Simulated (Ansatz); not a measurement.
Basis-set series for `BNCC`. The species carries charge 0 and has multiplicity 1. The geometry is a stationary point of PBE0-D4/def2-TZVP. It is one conformer, not always the lowest.

```json
{"functional": "PBE0-D4", "basis": "def2-SVP", "functions": "96", "energy (Eh)": "-160.34412", "HOMO (eV)": "-7.81", "LUMO (eV)": "0.55"}
{"functional": "PBE0-D4", "basis": "def2-TZVPP", "functions": "236", "energy (Eh)": "-160.52050", "HOMO (eV)": "-7.86", "LUMO (eV)": "0.25"}
{"functional": "ωB97M-V", "basis": "def2-SVP", "functions": "96", "energy (Eh)": "-160.43950", "HOMO (eV)": "-10.15", "LUMO (eV)": "2.59"}
{"functional": "ωB97M-V", "basis": "def2-TZVPP", "functions": "236", "energy (Eh)": "-160.62686", "HOMO (eV)": "-10.21", "LUMO (eV)": "2.01"}
```

(1) Give the rows for def2-QZVPP. (An estimate is asked.)

Answers

(1) Ansatz gave: 
```
functional       basis  functions  energy (Eh)  HOMO (eV)  LUMO (eV)
   PBE0-D4  def2-QZVPP        468   -160.53010      -7.87       0.14
   ωB97M-V  def2-QZVPP        468   -160.63618     -10.21       1.62
```

Positive LUMOs are unbound and depend on the basis.
